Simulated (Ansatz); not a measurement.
BH$_{7}$SeSi$_{2}$ at its PBE0-D4/def2-TZVP geometry, where that method's forces vanish. The species carries charge 0 and has multiplicity 1. The bonds changed during the relaxation, so this is another structure than the one it started from.

```tsv
atom	x (Å)	y (Å)	z (Å)
B1	1.6142	-0.4168	0.0679
Si2	0.4629	-0.2616	1.6397
Se3	0.3107	1.4061	-0.0418
Si4	-1.3487	0.3675	-1.2377
H5	2.7315	-0.0044	0.1691
H6	1.3058	-1.1504	-0.8245
H7	0.8570	0.4452	2.8836
H8	-0.8796	-0.8717	1.8099
H9	-2.6284	1.0769	-0.9933
H10	-1.4429	-1.0448	-0.8019
H11	-0.9826	0.4540	-2.6711
```

Q: For each bond, give half the difference of the two atoms' forces along it (eV/Å; positive pushes the atoms apart) under PBE-D4, r2SCAN-D4, B3LYP-D4, ωB97M-V in def2-TZVPP. (Best estimate.)

A: Ansatz gave: 
```
   bond  length (Å)  PBE-D4  r2SCAN-D4  B3LYP-D4  ωB97M-V
 B1–Si2       1.954    0.00       0.06      0.21     0.10
 B1–Se3       2.244    0.05       0.09      0.33     0.11
  B1–H5       1.195    0.06      -0.05     -0.14    -0.12
  B1–H6       1.196    0.05      -0.05     -0.14    -0.10
Si2–Se3       2.373    0.17       0.06      0.29     0.07
 Si2–H7       1.484    0.09      -0.03     -0.12    -0.13
 Si2–H8       1.485    0.09      -0.02     -0.10    -0.11
Se3–Si4       2.294    0.14       0.05      0.19     0.02
 Si4–H9       1.483    0.07      -0.03     -0.11    -0.11
Si4–H10       1.481    0.06      -0.02     -0.08    -0.10
Si4–H11       1.482    0.08      -0.03     -0.10    -0.12
```

B3LYP here is the variant with VWN-RPA as its local correlation; programs differ in this.
